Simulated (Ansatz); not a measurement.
`C[B](C)[AlH2]` + `N=C[SeH]` → `[AlH2]/[N]=C\[SeH]` + `CBC` at 500 K and 1 bar (cleavage of the Al–B bond).

Computed with Ansatz on PBE0-D4/def2-TZVP structures; ΔE is electronic, products minus reactants. CCSD(T)/CBS is the MP2 limit (def2-TZVPP, def2-QZVPP) plus CCSD(T) − MP2 in def2-TZVPP, frozen cores. For Se outer-core shells are correlated without core-valence functions, which leaves a few kJ/mol of doubt a bond. Scalar relativity is left out up to krypton. One conformer a species, not always the lowest.

```json
{"species": "`C[B](C)[AlH2]`", "CCSD(T)/CBS energy (Eh)": "-347.69710", "H − E (kJ/mol)": "284.2", "S (J/(mol·K))": "415.2"}
{"species": "`N=C[SeH]`", "CCSD(T)/CBS energy (Eh)": "-2495.22891", "H − E (kJ/mol)": "129.2", "S (J/(mol·K))": "317.7"}
{"species": "`[AlH2]/[N]=C\\[SeH]`", "CCSD(T)/CBS energy (Eh)": "-2737.86550", "H − E (kJ/mol)": "152.3", "S (J/(mol·K))": "397.9"}
{"species": "`CBC`", "CCSD(T)/CBS energy (Eh)": "-105.11307", "H − E (kJ/mol)": "257.5", "S (J/(mol·K))": "335.4"}
```

H − E and S are ideal-gas, rigid-rotor, harmonic terms from PBE0-D4/def2-TZVP, for one conformer and one mirror image of each species. 1 Eh = 2625.50 kJ/mol, R = 8.31446 J/(mol·K).

By hand: ΔE, ΔH, ΔS and ΔG.

ΔE = (-2737.86550) + (-105.11307) − (-347.69710) − (-2495.22891) = -0.05256 Eh = -138.0 kJ/mol. Δ(H − E) = 152.3 + 257.5 − 284.2 − 129.2 = -3.6, so ΔH = -141.6 kJ/mol. ΔS = 397.9 + 335.4 − 415.2 − 317.7 = 0.4 J/(mol·K). ΔG = -141.6 − 500 × (0.4)/1000 = -141.8 kJ/mol.

By hand: the equilibrium constant, and the temperature at which ΔG would vanish if ΔH and ΔS stayed fixed.

log₁₀ K = −ΔG/(RT ln 10) = 14.8. ΔH and −TΔS have one sign here, so there is no such temperature. One of them is within its doubt of zero, so this could turn.

The number of gas molecules stays the same, so ΔS is small and ΔH decides. A doubt of 5 kJ/mol in ΔE shifts log₁₀ K by 0.5 here. Other conformers and mirror images would add mixing entropy, several J/(mol·K) or more a flexible species. These are equilibria of isolated gas molecules and say nothing of rates. Largest T1 diagnostic: 0.013 (customary marks: 0.02 for closed shells, 0.045 for open ones).
